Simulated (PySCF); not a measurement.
Species: C5H5Al.
SMILES with atom numbers: `[CH:1]#[C:2][Al:3]([CH3:4])[C:5]#[CH:6]` (hydrogens: H7 on C1; H8, H9, H10 on C4; H11 on C6)

Computed by this run: PBE0-D3(BJ)/def2-SVP geometry optimisation, gas phase in PySCF 2.14.0; density fitting, grid level 1; the optimiser is geomeTRIC in internal coordinates, started from a GFN2-xTB structure with every atom displaced at random (about 0.01 Å).

Step 1: E = -11844.8896 eV
```
atom  x, y, z in Å  |  force x, y, z in eV/Å
C1      1.7525    2.4609    0.3108   -0.041  -0.069  -0.049
C2      1.0746    1.4650    0.1045   -0.007   0.141   0.058
Al3    -0.0694   -0.0469   -0.1271    0.000  -0.008  -0.016
C4     -1.9918    0.2061   -0.2390    0.040  -0.033  -0.190
C5      0.8078   -1.7391   -0.1928    0.056  -0.205  -0.041
C6      1.3838   -2.8168   -0.2436   -0.064   0.073   0.018
H7      2.3525    3.3361    0.4853    0.032   0.022   0.008
H8     -2.5910   -0.6944   -0.0418    0.041  -0.052   0.036
H9     -2.2954    0.5864   -1.2319    0.075  -0.020   0.041
H10    -2.2761    0.9825    0.4821   -0.125   0.129   0.140
H11     1.8913   -3.7658   -0.2828   -0.007   0.022  -0.005
```

Step 2: E = -11844.8952 eV
```
atom  x, y, z in Å  |  force x, y, z in eV/Å
C1      1.7494    2.4772    0.3098    0.015  -0.001  -0.031
C2      1.0721    1.4793    0.1141   -0.046   0.014   0.042
Al3    -0.0638   -0.0445   -0.1134    0.082   0.005  -0.014
C4     -1.9840    0.2063   -0.2369   -0.025   0.047   0.041
C5      0.8059   -1.7465   -0.1904   -0.028   0.001  -0.020
C6      1.3720   -2.8277   -0.2471   -0.019  -0.003   0.010
H7      2.3527    3.3531    0.4754    0.001  -0.006   0.001
H8     -2.5698   -0.7055   -0.0467    0.022  -0.020   0.007
H9     -2.2724    0.5817   -1.2341    0.029  -0.003  -0.005
H10    -2.2950    0.9805    0.4860   -0.031  -0.035  -0.028
H11     1.8717   -3.7799   -0.2929    0.002   0.001  -0.004
```

Step 3: E = -11844.8986 eV
```
atom  x, y, z in Å  |  force x, y, z in eV/Å
C1      1.7590    2.4937    0.3092    0.036   0.018  -0.021
C2      1.0750    1.4977    0.1294   -0.050  -0.031   0.034
Al3    -0.0571   -0.0302   -0.0943    0.070   0.018  -0.018
C4     -1.9786    0.1988   -0.2334   -0.032   0.039   0.119
C5      0.7997   -1.7385   -0.1860   -0.032   0.068  -0.002
C6      1.3512   -2.8262   -0.2504    0.005  -0.043   0.003
H7      2.3710    3.3664    0.4613   -0.012  -0.009   0.001
H8     -2.5397   -0.7315   -0.0548    0.008   0.001  -0.018
H9     -2.2506    0.5661   -1.2372   -0.010   0.003  -0.029
H10    -2.3301    0.9615    0.4849    0.014  -0.057  -0.066
H11     1.8390   -3.7838   -0.3050    0.004  -0.008  -0.003
```

Question: Estimate the geometry and energy of step 4. (The exact step hangs on the optimiser's Hessian estimate; all steps are aligned on step 3, rigid shifts and turns removed.)

Answer: E = -11844.9000 eV, largest force 0.065 eV/Å
```
atom  x, y, z in Å  |  force x, y, z in eV/Å
C1      1.7701    2.5062    0.3094    0.023   0.003  -0.017
C2      1.0788    1.5129    0.1428   -0.025  -0.015   0.027
Al3    -0.0506   -0.0150   -0.0820    0.016   0.004  -0.011
C4     -1.9751    0.1909   -0.2296   -0.005   0.010   0.064
C5      0.7959   -1.7273   -0.1833    0.002   0.043   0.003
C6      1.3333   -2.8221   -0.2524   -0.002  -0.023  -0.001
H7      2.3887    3.3757    0.4506   -0.009   0.000   0.004
H8     -2.5138   -0.7546   -0.0628   -0.003   0.003  -0.018
H9     -2.2390    0.5515   -1.2386   -0.018   0.001  -0.017
H10    -2.3585    0.9415    0.4825    0.018  -0.020  -0.032
H11     1.8089   -3.7856   -0.3128    0.001  -0.004   0.000
```

The energy changes by -0.0014 eV. The first-order estimate −F·Δx gives -0.0023 eV and the mean of the old and new forces, exact on a quadratic surface, -0.0014 eV. The step makes an angle of 82° with the force vector and moves no atom by more than 0.036 Å.

The cost below is that of the whole optimisation. Time: 44 s of wall time; peak memory 0.45 GiB. Hardware: Arm Neoverse N1, one thread (shared host).
